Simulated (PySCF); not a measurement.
2-pyridin-2-yl-1,3-thiazole (C₈H₆N₂S), SMILES c1(-c2ccccn2)sccn1.

Coordinates come from a PBE0-D3(BJ)/def2-SVP optimisation. One conformer was computed; it need not be the lowest.

Level of theory: PySCF with PBE0-D3(BJ)/def2-SVP.

Frequencies are harmonic and unscaled.

```tsv
mode	ν (cm⁻¹)	IR (km/mol)	moving atoms (share of kinetic energy)
1	10	0.1	C 42 %, S 24 %, N 23 %, H 12 %
2	106	3.7	C 75 %, H 14 %, N 10 %
3	150	1.9	C 55 %, S 21 %, N 13 %, H 11 %
4	252	0.5	C 53 %, N 26 %, H 14 %
5	330	0.1	C 54 %, S 21 %, N 20 %
6	404	0.8	C 42 %, S 26 %, N 24 %
7	414	3.3	C 50 %, N 27 %, H 23 %
8	473	1.5	C 71 %, H 19 %
9	564	0.3	C 62 %, H 26 %, N 10 %
10	620	3.9	C 55 %, N 28 %, S 11 %
11	652	0.2	C 51 %, S 28 %, N 17 %
12	664	22.9	C 57 %, N 26 %, H 16 %
13	730	16.3	C 76 %, N 10 %
14	742	24.0	H 81 %, C 15 %
15	759	26.5	H 62 %, C 27 %, N 11 %
16	790	8.9	C 53 %, N 20 %, S 20 %
17	822	24.5	C 63 %, H 28 %, N 8 %
18	902	9.6	C 63 %, H 20 %, N 9 %
19	910	0.6	H 71 %, C 28 %
20	924	1.3	H 72 %, C 28 %
21	994	0.2	H 68 %, C 32 %
22	1014	4.4	C 64 %, N 29 %
23	1025	0.0	H 73 %, C 27 %
24	1032	33.5	C 77 %, N 13 %, H 9 %
25	1077	5.7	H 72 %, C 16 %, N 12 %
26	1086	16.6	C 49 %, H 47 %
27	1127	6.1	H 67 %, C 29 %
28	1167	3.8	H 91 %, C 8 %
29	1193	14.6	H 52 %, C 33 %, N 14 %
30	1300	4.7	H 54 %, C 37 %, N 10 %
31	1340	9.0	C 48 %, H 46 %
32	1365	0.5	C 61 %, N 20 %, H 19 %
33	1383	5.9	C 59 %, N 26 %, H 14 %
34	1468	24.7	C 54 %, H 33 %, N 13 %
35	1501	11.8	C 80 %, H 13 %
36	1523	41.5	C 64 %, H 28 %
37	1598	39.2	C 73 %, N 23 %
38	1659	14.8	C 85 %
39	1677	60.1	C 80 %, N 13 %
40	3176	22.3	H 92 %, C 8 %
41	3207	4.4	H 92 %, C 8 %
42	3221	4.2	H 91 %, C 9 %
43	3235	5.2	H 91 %, C 9 %
44	3237	7.2	H 91 %, C 9 %
45	3287	3.5	H 91 %, C 9 %
```
